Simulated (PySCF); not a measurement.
A geometry optimisation on `[O]=[V]=[O]` [radical].

Computed with PBE0-D3(BJ)/def2-SVP geometry optimisation, gas phase (PySCF 2.14.0). Start geometry: GFN2-xTB. The input is one job of a driver script: a line of settings, then coordinates in Å.

Input:
```
{"job": {"xc": "PBE0", "basis": "def2-SVP", "d3": "d3bj", "grid": 1, "maxiter": 40, "kind": "geom"}, "charge": 0, "multiplicity": 2}
V      0.004410    -0.005750    -0.584070
O      1.246790    -0.018680     0.301720
O     -1.251200     0.024430     0.282340
```

Output:
```
step   0  E = -1093.83180225  max force = 0.082802
step   1  E = -1093.83904250  max force = 0.005754
step   2  E = -1093.83940880  max force = 0.001345
step   3  E = -1093.83942169  max force = 0.000169
optimisation converged
```

Energies in Eh; «max force» is the largest Cartesian gradient component in Eh/bohr.

Problem. Give the first gradient maximum in eV/Å.

Solution. With 1 Eh/bohr = 51.422 eV/Å, 4.258 eV/Å.

Problem. How much energy does the optimisation release, in kJ/mol?

Solution. E(step 0) − E(last step) = 0.007619 Eh, which is 20.0 kJ/mol.

In short: final energy -1093.83942 Eh after 3 steps; dipole 5.91 D.

Problem. Give the final coordinates.

Solution. 0.062 Å rms from the input after alignment:
```
atom  x, y, z in Å
V1     0.0033   -0.0059   -0.5794
O2     1.3237   -0.0211    0.2975
O3    -1.3270    0.0270    0.2819
```

The run took 6.6 s of wall time on one thread, Arm Neoverse V2, no GPU, on a shared host.
Labels such as C1 count atoms from 1, the log's own numbers from 0.

For an open-shell metal species like this, the optimisation's SCF solution wasn't tested for stability and no frequencies at its level were run, so a lower state or another shape may exist.
